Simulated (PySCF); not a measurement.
C2H2F2, SMILES C(=C\F)/F. Coordinates come from a TPSSh-D3(BJ)/def2-SVP optimisation.

TDA-M06-2X/def2-SVPD in PySCF puts the lowest singlet excitations at 6.93, 7.49, 8.09, 8.19, 8.92, 9.33 eV.

Question: What are the lowest excitation roots from ADC(2)/aug-cc-pVDZ (PySCF 2.14.0)? (An estimate is asked for; the answer gives what the named calculation found.)

Answer: 6.86, 6.94, 7.30, 7.42, 8.14, 8.63 eV. S1 differs by -0.07 eV (second minus first; roots are paired by order, and the bases may differ).
